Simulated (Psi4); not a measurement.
Psi4 input (wB97X-D/6-311+G**):

```
memory 1500 MB

molecule {
-1 2
Li   -0.00000000   -0.00000000   -0.42399700
H     0.00000000    0.00000000    1.27199000
symmetry c1
no_reorient
no_com
}

set {
  basis 6-311+G**
  reference uks
  scf_type pk
  dft_radial_points 99
  dft_spherical_points 590
  e_convergence 1e-8
  d_convergence 1e-7
  maxiter 150
}

e = energy('wb97x-d')
print_out(f'\nFINAL {e:.10f} DIPOLE {variable("CURRENT DIPOLE")[0]:.6f} {variable("CURRENT DIPOLE")[1]:.6f} {variable("CURRENT DIPOLE")[2]:.6f}\n')
```

Output:

```
   => Loading Basis Set <=

    Name: 6-311+G**
    Role: ORBITAL
    Keyword: BASIS
    atoms 1 entry LI         line    66 file 6-311pgss.gbs
    atoms 2 entry H          line    42 file 6-311pgss.gbs

   => WB97X-D: Empirical Dispersion <=

    Chai and Head-Gordon Dispersion Correction
    Chai, J.-D.; Head-Gordon, M. (2010), J. Chem. Phys., 132: 6615-6620

        s6 =       1.000000

         ---------------------------------------------------------
                                   SCF
               by Justin Turney, Rob Parrish, Andy Simmonett
                          and Daniel G. A. Smith
                              UKS Reference
         ---------------------------------------------------------

  ==> Geometry <==

    Molecular point group: c1
    Full point group: C_inf_v

    Geometry (in Angstrom), charge = -1, multiplicity = 2:

       Center              X                  Y                   Z               Mass
    ------------   -----------------  -----------------  -----------------  -----------------
         LI           0.000000000000     0.000000000000    -0.423997000000     7.016003436600
         H            0.000000000000     0.000000000000     1.271990000000     1.007825032230

  Running in c1 symmetry.

  Rotational constants: A = ************  B =      5.82924  C =      5.82924 [cm^-1]
  Rotational constants: A = ************  B = 174756.11356  C = 174756.11356 [MHz]
  Nuclear repulsion =    0.936051769270637

  Charge       = -1
  Multiplicity = 2
  Electrons    = 5
  Nalpha       = 3
  Nbeta        = 2

  ==> Algorithm <==

  SCF Algorithm Type is PK.
  DIIS enabled.
  MOM disabled.
  Fractional occupation disabled.
  Guess Type is SAD.
  Energy threshold   = 1.00e-08
  Density threshold  = 1.00e-07
  Integral threshold = 1.00e-12

  ==> Primary Basis <==

  Basis Set: 6-311+G**
    Blend: 6-311+G**
    Number of shells: 14
    Number of basis functions: 28
    Number of Cartesian functions: 29
    Spherical Harmonics?: true
    Max angular momentum: 2

  ==> DFT Potential <==

   => LibXC <=

    Version 7.1.2
    S. Lehtola, C. Steigemann, M. J. T. Oliveira, and M. A. L. Marques,  SoftwareX 7, 1–5 (2018) (10.1016/j.softx.2017.11.002)

   => Composite Functional: WB97X-D <=

    wB97X-D Hyb-GGA Exchange-Correlation Functional

    J.-D. Chai and M. Head-Gordon,  Phys. Chem. Chem. Phys. 10, 6615–6620 (2008) (10.1039/B810189B)

    Deriv               =              1
    GGA                 =           TRUE
    Meta                =          FALSE

    Exchange Hybrid     =           TRUE
    MP2 Hybrid          =          FALSE

   => Exchange-Correlation Functionals <=

    1.0000   wB97X-D range-separated functional

   => Exact (HF) Exchange <=

    0.7780            HF,LR [omega = 0.2000]
    0.2220               HF

   => LibXC Density Thresholds  <==

    XC_HYB_GGA_XC_WB97X_D:  1.00E-14

   => Molecular Quadrature <=

    Radial Scheme          =       TREUTLER
    Pruning Scheme         =           NONE
    Nuclear Scheme         =       TREUTLER

    Blocking Scheme        =         OCTREE
    BS radius alpha        =              1
    Pruning alpha          =              1
    Radial Points          =             99
    Spherical Points       =            590
    Total Points           =         114711
    Total Blocks           =            949
    Max Points             =            256
    Max Functions          =             28
    Weights Tolerance      =       1.00E-15

  ==> Integral Setup <==

  Using in-core PK algorithm.
   Calculation information:
      Number of atoms:                   2
      Number of AO shells:              14
      Number of primitives:             25
      Number of atomic orbitals:        29
      Number of basis functions:        28

      Integral cutoff                 1.00e-12
      Number of threads:                 1

  Performing in-core PK
  Using 247863 doubles for integral storage.
  We computed 5565 shell quartets total.
  Whereas there are 5565 unique shell quartets.

  Computing range-separated integrals for PK
  We computed 5565 wK shell quartets total.
  Whereas there are 5565 wK unique shell quartets.

  ==> DiskJK: Disk-Based J/K Matrices <==

    J tasked:                  Yes
    K tasked:                  Yes
    wK tasked:                 Yes
    Omega:               2.000E-01
    Schwarz Cutoff:          1E-12


  Cached 100.0% of DFT collocation blocks in 0.090 [GiB].

  Minimum eigenvalue in the overlap matrix is 3.9492454938E-02.
  Reciprocal condition number of the overlap matrix is 1.0112698344E-02.
    Using symmetric orthogonalization.

  ==> Pre-Iterations <==

  SCF Guess: Superposition of Atomic Densities via on-the-fly atomic UHF (no occupation information).

   -------------------------
    Irrep   Nso     Nmo
   -------------------------
     A         28      28
   -------------------------
    Total      28      28
   -------------------------

  ==> Iterations <==

                        Total Energy        Delta E     RMS |[F,P]|

   @UKS iter SAD:    -7.81013768967212   -7.81014e+00   0.00000e+00
   @UKS iter   1:    -8.04308885926601   -2.32951e-01   6.36600e-03 ADIIS/DIIS
   @UKS iter   2:    -8.08955736818004   -4.64685e-02   1.42968e-03 ADIIS/DIIS
   @UKS iter   3:    -8.09260522771002   -3.04786e-03   4.62955e-04 ADIIS/DIIS
   @UKS iter   4:    -8.09397227639472   -1.36705e-03   1.87696e-04 ADIIS/DIIS
   @UKS iter   5:    -8.09430843369023   -3.36157e-04   9.26430e-05 DIIS
   @UKS iter   6:    -8.09441707822765   -1.08645e-04   4.24062e-05 DIIS
   @UKS iter   7:    -8.09444212170125   -2.50435e-05   9.15033e-06 DIIS
   @UKS iter   8:    -8.09444273861333   -6.16912e-07   4.20835e-06 DIIS
   @UKS iter   9:    -8.09444283051828   -9.19050e-08   2.59999e-06 DIIS
   @UKS iter  10:    -8.09444288042910   -4.99108e-08   1.03534e-06 DIIS
   @UKS iter  11:    -8.09444288823896   -7.80986e-09   2.42158e-07 DIIS
   @UKS iter  12:    -8.09444288875568   -5.16714e-10   1.11490e-07 DIIS
   @UKS iter  13:    -8.09444288889878   -1.43098e-10   2.27347e-08 DIIS
  Energy and wave function converged.

  ==> Post-Iterations <==

   Electrons on quadrature grid:
      Nalpha   =    2.9992927870 ; deviation = -7.072e-04
      Nbeta    =    1.9999999039 ; deviation = -9.609e-08
      Ntotal   =    4.9992926909 ; deviation = -7.073e-04

   @Spin Contamination Metric:   2.665384197E-04
   @S^2 Expected:                7.500000000E-01
   @S^2 Observed:                7.502665384E-01
   @S   Expected:                5.000000000E-01
   @S   Observed:                5.000000000E-01

    Orbital Energies [Eh]
    ---------------------

    Alpha Occupied:

       1A     -1.935151     2A     -0.140215     3A     -0.012772

    Alpha Virtual:

       4A      0.082860     5A      0.082860     6A      0.090443
       7A      0.106444     8A      0.155508     9A      0.155508
      10A      0.207522    11A      0.267350    12A      0.279783
      13A      0.279783    14A      0.330493    15A      0.600015
      16A      0.672704    17A      0.672704    18A      0.697246
      19A      0.697246    20A      0.705711    21A      0.709461
      22A      0.709461    23A      0.889628    24A      1.788120
      25A      1.788120    26A      2.061952    27A      2.785595
      28A      3.817288

    Beta Occupied:

       1A     -1.934725     2A     -0.136382

    Beta Virtual:

       3A      0.120260     4A      0.157535     5A      0.157535
       6A      0.192509     7A      0.206007     8A      0.206007
       9A      0.216800    10A      0.253595    11A      0.317153
      12A      0.317153    13A      0.363290    14A      0.408944
      15A      0.610070    16A      0.688673    17A      0.688673
      18A      0.695766    19A      0.695766    20A      0.712914
      21A      0.712914    22A      0.756147    23A      0.921280
      24A      1.792419    25A      1.792419    26A      2.067837
      27A      2.789855    28A      3.820926

    Final Occupation by Irrep:
              A
    DOCC [     2 ]
    SOCC [     1 ]
    NA   [     3 ]
    NB   [     2 ]

  @UKS Final Energy:    -8.09444288889878

   => Energetics <=

    Nuclear Repulsion Energy =              0.9360517692706373
    One-Electron Energy =                 -12.9324366251019747
    Two-Electron Energy =                   5.3478566551099016
    DFT Exchange-Correlation Energy =      -1.4454262759415595
    Empirical Dispersion Energy =          -0.0004884122357798
    VV10 Nonlocal Energy =                  0.0000000000000000
    Total Energy =                         -8.0944428888987758

  UHF NO Occupations:
  HONO-2 :    1  A 1.9999996
  HONO-1 :    2  A 1.9998671
  HONO-0 :    3  A 1.0000000
  LUNO+0 :    4  A 0.0001329
  LUNO+1 :    5  A 0.0000004
  LUNO+2 :    6  A 0.0000000
  LUNO+3 :    7  A 0.0000000

Computation Completed

Properties will be evaluated at   0.000000,   0.000000,   0.000000 [a0]

Properties computed using the SCF density matrix

 Multipole Moments:

 ------------------------------------------------------------------------------------
     Multipole            Electronic (a.u.)      Nuclear  (a.u.)        Total (a.u.)
 ------------------------------------------------------------------------------------

 L = 1.  Multiply by 2.5417464519 to convert [e a0] to [Debye]
 Dipole X            :          0.0000000            0.0000000            0.0000000
 Dipole Y            :         -0.0000000            0.0000000           -0.0000000
 Dipole Z            :          2.1725182           -0.0000019            2.1725163
 Magnitude           :                                                    2.1725163

 ------------------------------------------------------------------------------------

FINAL -8.0944428889 DIPOLE 0.000000 -0.000000 2.172516

*** Psi4 exiting successfully. Buy a developer a beer!
```

The dipole moment of an ion depends on the origin.

The geometry given is a B3LYP-D3(BJ)/def2-TZVP minimum.
